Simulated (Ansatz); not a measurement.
Cost and result up the ladder for cis-Sn(H2O)2Cl4 (SnCl₄O₂H₄) (11 atoms). The state is a singlet with charge 0. Geometry: r2SCAN-D4/def2-SVP.

Cartesian coordinates in Å:
```
Cl 0.2966 -2.8673 -0.0209
Cl 2.8720 -0.0680 -0.2436
Cl 0.3648 -0.1287 2.3196
Cl -0.0587 -0.1585 -2.3402
O 0.2893 1.8068 -0.1148
O -1.7630 -0.4344 0.2419
Sn 0.5522 -0.5114 -0.0437
H 0.2118 1.9533 -1.0773
H 1.1568 2.1677 0.1394
H -1.8319 -0.4653 1.2155
H -2.0899 -1.2942 -0.0759
```

Ansatz on 4 threads of Arm Neoverse V2 on a shared host. Times are rough, and most runs start from the orbitals of an earlier one. PBE0-D4/def2-TZVP serves as the yardstick here, not as an exact answer. Differences are given only for rows in sets of like size (and for xTB, whose basis is part of the method), since another set adds its own error. Binding counts from free atoms at the same level (Cl doublet, O triplet, Sn triplet, H doublet; other spins of the atoms weren't run), without zero-point energy or a counterpoise term.

In the def2 sets Sn takes a core potential, while STO-3G treats all electrons; there is no spin–orbit coupling. HSE06 is defined as in plane-wave codes, on full-range PBE exchange. Correlated methods freeze 26 core orbitals; core or outer-core shells of Sn are correlated, in sets that lack core-valence functions. The rows differ in basis, and correlated rows in double-zeta sets carry the largest basis error.

Correlated methods converge slowly with the basis, most of all in double-zeta sets.

```
                         level  functions  wall time  binding energy per atom (eV)  difference from PBE0-D4/def2-TZVP (eV)
                     HF/STO-3G         77     0.55 s                          2.68                                       –
               PBE-D4/def2-SVP        146      1.6 s                          3.19                                       –
              PBE0-D4/def2-SVP        146      2.5 s                          3.09                                       –
             BLYP-D4/def2-TZVP        284      3.7 s                          3.08                                   -0.01
PBE-D4/def2-TZVP (with forces)        284      4.4 s                          3.17                                    0.09
                  HF/def2-TZVP        284      5.5 s                          2.08                                   -1.01
                 MP2/def2-TZVP        284      7.5 s                          3.08                                   -0.01
            HSE06-D4/def2-TZVP        284        8 s                          3.09                                    0.00
           r2SCAN-D4/def2-TZVP        284        9 s                          3.14                                    0.05
             PBE0-D4/def2-TZVP        284      9.5 s                          3.09                                    0.00
              CCSD(T)/def2-SVP        146       32 s                          2.88                                       –
```
